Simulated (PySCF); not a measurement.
```xyz
4
charge 1 multiplicity 3, angstrom
W     0.0307    0.0000    0.0000
F     1.8091    0.0000    0.0000
F    -1.0687    1.4226    0.0000
F    -1.0687   -1.4226    0.0000
```

All numbers come from UPBE0 in PySCF with W def2-TZVP with ECP60, F def2-TZVP; scalar-relativistic core potentials, no spin–orbit coupling; density-fitted integrals.

This geometry of WF₃⁺ is a stationary point at this level.

Task: What is the point group?

Result: C2v.

Task: Is it a minimum?

Result: Yes: all harmonic wavenumbers are real, though the softest, 32 cm⁻¹, leaves little margin.

Task: What are the dipole moment and the gap between the highest occupied and lowest empty levels of either spin?

Result: 0.94 D about the centre of mass and 3.41 eV.

Task: Give the atomic charges and bond orders.

Result: 
| atom | Mulliken | Löwdin | polar tensor | spin (Mulliken) | Mayer order to W1 |
| --- | --- | --- | --- | --- | --- |
| W1 | 1.67 | 1.25 | 2.64 | 2.00 | – |
| F2 | -0.22 | -0.07 | -0.54 | -0.05 | 1.25 |
| F3,4 | -0.23 | -0.09 | -0.55 | 0.02 | 1.21 |

Other isomers or separated fragments may lie lower. Other spin states or occupations of the open shell can lie lower. No spin–orbit coupling is included, which matters more the heavier the element.
